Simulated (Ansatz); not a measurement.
`[SiH3][O][SnH2]` radical, relaxed with UKS PBE0-D4/def2-TZVP in the Gaussian-basis code of Ansatz from a PBE-D4/def2-SVP geometry. The force threshold is 0.005 eV/Å; the program also tests the step.

Total charge 0; spin multiplicity 2. Sn: def2 effective core potential.

Start:

```xyz
8

Si    1.297    0.423   -0.392
O    -0.375    0.487   -0.376
Sn   -1.801   -0.870    0.103
H     1.852   -0.100    0.913
H     1.820    1.814   -0.619
H     1.807   -0.470   -1.497
H    -3.230    0.147    0.148
H    -1.370   -1.432    1.719
```

```json
{"step": "1", "energy (eV)": "-15833.4135", "largest force (eV/Å)": "0.868", "largest move (Å)": "0.000"}
{"step": "2", "energy (eV)": "-15833.4766", "largest force (eV/Å)": "0.596", "largest move (Å)": "0.064"}
{"step": "3", "energy (eV)": "-15833.4888", "largest force (eV/Å)": "0.193", "largest move (Å)": "0.017"}
{"step": "4", "energy (eV)": "-15833.4911", "largest force (eV/Å)": "0.023", "largest move (Å)": "0.038"}
{"step": "5", "energy (eV)": "-15833.4913", "largest force (eV/Å)": "0.060", "largest move (Å)": "0.029"}
{"step": "6", "energy (eV)": "-15833.4916", "largest force (eV/Å)": "0.022", "largest move (Å)": "0.007"}
{"step": "7 (rejected)", "energy (eV)": "-15833.4915", "largest force (eV/Å)": "0.070", "largest move (Å)": "0.013"}
{"step": "8", "energy (eV)": "-15833.4917", "largest force (eV/Å)": "0.012", "largest move (Å)": "0.006"}
{"step": "9", "energy (eV)": "-15833.4919", "largest force (eV/Å)": "0.002", "largest move (Å)": "0.026"}
{"step": "10", "energy (eV)": "-15833.4921", "largest force (eV/Å)": "0.063", "largest move (Å)": "0.150"}
{"step": "11", "energy (eV)": "-15833.4926", "largest force (eV/Å)": "0.023", "largest move (Å)": "0.029"}
{"step": "12", "energy (eV)": "-15833.4928", "largest force (eV/Å)": "0.034", "largest move (Å)": "0.026"}
{"step": "13", "energy (eV)": "-15833.4930", "largest force (eV/Å)": "0.045", "largest move (Å)": "0.090"}
{"step": "14 (rejected)", "energy (eV)": "-15833.4929", "largest force (eV/Å)": "0.043", "largest move (Å)": "0.053"}
{"step": "15", "energy (eV)": "-15833.4932", "largest force (eV/Å)": "0.032", "largest move (Å)": "0.021"}
{"step": "16", "energy (eV)": "-15833.4933", "largest force (eV/Å)": "0.032", "largest move (Å)": "0.025"}
{"step": "17", "energy (eV)": "-15833.4933", "largest force (eV/Å)": "0.027", "largest move (Å)": "0.024"}
{"step": "18", "energy (eV)": "-15833.4933", "largest force (eV/Å)": "0.016", "largest move (Å)": "0.023"}
{"step": "19", "energy (eV)": "-15833.4934", "largest force (eV/Å)": "0.009", "largest move (Å)": "0.020"}
{"step": "20", "energy (eV)": "-15833.4934", "largest force (eV/Å)": "0.009", "largest move (Å)": "0.018"}
{"step": "21", "energy (eV)": "-15833.4934", "largest force (eV/Å)": "0.010", "largest move (Å)": "0.008"}
{"step": "22 (rejected)", "energy (eV)": "-15833.4934", "largest force (eV/Å)": "0.010", "largest move (Å)": "0.008"}
{"step": "23", "energy (eV)": "-15833.4934", "largest force (eV/Å)": "0.003", "largest move (Å)": "0.004"}
{"step": "24", "energy (eV)": "-15833.4934", "largest force (eV/Å)": "0.002", "largest move (Å)": "0.007"}
```

End:

```xyz
8

Si    1.278    0.378   -0.426
O    -0.351    0.321   -0.458
Sn   -1.751   -0.878    0.238
H     1.821   -0.363    0.751
H     1.717    1.796   -0.341
H     1.858   -0.230   -1.656
H    -3.187    0.037   -0.028
H    -1.385   -1.062    1.919
```

Hardware: 4 threads of a server CPU on a shared host. Wall time 58 s, peak host memory 0.48 GiB.
